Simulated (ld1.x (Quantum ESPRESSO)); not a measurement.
Hg: one change to a TM potential, before and after

* Element: Hg
* Generator: ld1.x (Quantum ESPRESSO) 7.5
* Type: norm-conserving Troullier–Martins (Kleinman–Bylander form)
* Functional: PBE
* Relativity: scalar-relativistic
* Frozen core: [Kr] 4d10 4f14
* Valence charge: 20
* Reference configuration: 5s2 5p6 5d10 6s0 6p0 (charge +2)
* Partial waves: 5p (bound): rc 1.60 bohr; 5d (bound): rc 2.10 bohr; 5f channel at -0.05 Ry: rc 1.85 bohr; 5s (bound): rc 1.10 bohr
* Local potential: the s channel
* Core correction: Bessel-smoothed model core, default radius (core density twice the valence density)

All-electron outer shells of the reference configuration (PBE, scalar-relativistic, ld1.x):

```csv
shell,level (eV),outermost node (bohr),outermost maximum (bohr)
5s,-137.40,0.47,0.82
4f,-115.06,–,0.37
5p,-85.79,0.51,0.93
5d,-28.78,0.55,1.15
6s,-23.36,1.07,2.08
6p,-14.86,1.26,2.67
```

Change: local potential the p channel.

Cutoffs: the cutoffs (Ry, on a coarse ladder) from which the occupation-weighted sum of valence levels, in a spherical-Bessel basis at the reference potential, stays within 10 and 1 mRy of its value at 400 Ry; they do not see the model core or the augmentation charge, which bear on the density cutoff. Errors are all-electron minus pseudo energies relative to the spin-unpolarised reference configuration.

Predict the effect on cutoff, ghosts and configuration errors.

The potential gets neither clearly harder nor softer (140 Ry and 230 Ry → 140 Ry and 230 Ry); a bound ghost appears in s, which as a rule spoils a file; the number of tests that count goes from 7 to 3; of the 3 tests that both files solve, the error grows in 3 and shrinks in 0 by more than 15 % and 0.3 meV (median size 10.4 → 19.1 meV); the range in which the d phases agree narrows (upper end at the end of the scan → 1.8). In the separable form a ghost depends on how the local part lies against the semilocal potential of the channel, so the choice of the local part can create or remove one.

| quantity | base | changed |
| --- | --- | --- |
| cutoff, loose | 140 Ry | 140 Ry |
| cutoff, tight | 230 Ry | 230 Ry |
| loose cutoff by channel (10 mRy a level) | p 40 Ry, d 35 Ry, s 120 Ry | s 120 Ry, d 35 Ry, p 30 Ry |
| bound ghosts | none | s |
| tests counted (converged, no solver errors) | 7 of 7 | 3 of 7 |
| error for 5s2 5p6 5d9 6s0 6p0, meV [ΔE 35.53 eV] | -6.6 | -9.0 |
| error for 5s2 5p6 5d8 6s0 6p0, meV [ΔE 85.28 eV] | -10 | -19 |
| error for 5s2 5p6 5d10 6s0 6p2, meV [ΔE -17.09 eV] | +177 | +536 |
| s: phases at 2.31 bohr within 0.05 rad from the reference energy up to (Ry; the scan ends near 5) | n/a | n/a |
| p: phases at 2.31 bohr within 0.05 rad from the reference energy up to (Ry; the scan ends near 5) | -1.1 | -1.7 |
| d: phases at 2.31 bohr within 0.05 rad from the reference energy up to (Ry; the scan ends near 5) | to the end of the scan | 1.8 |
| f: phases at 2.31 bohr within 0.05 rad from the reference energy up to (Ry; the scan ends near 5) | to the end of the scan | to the end of the scan |

Changed file: Tests not counted: 5s2 5p6 5d10 6s2 6p0 (solver errors, printed error -16.0 eV); 5s2 5p6 5d10 6s1 6p0 (solver errors, printed error -4.3 eV); 5s2 5p6 5d10 6s1.5 6p0 (solver errors, printed error -3218 eV); 5s2 5p5 5d10 6s2 6p0 (solver errors, printed error -2989 eV). A true bound ghost makes a file unfit for plane-wave use even where its test errors are small: the radial tests pick states by their node count and pass the ghost by. Where a test does run into it, the solver fails or the error is huge.
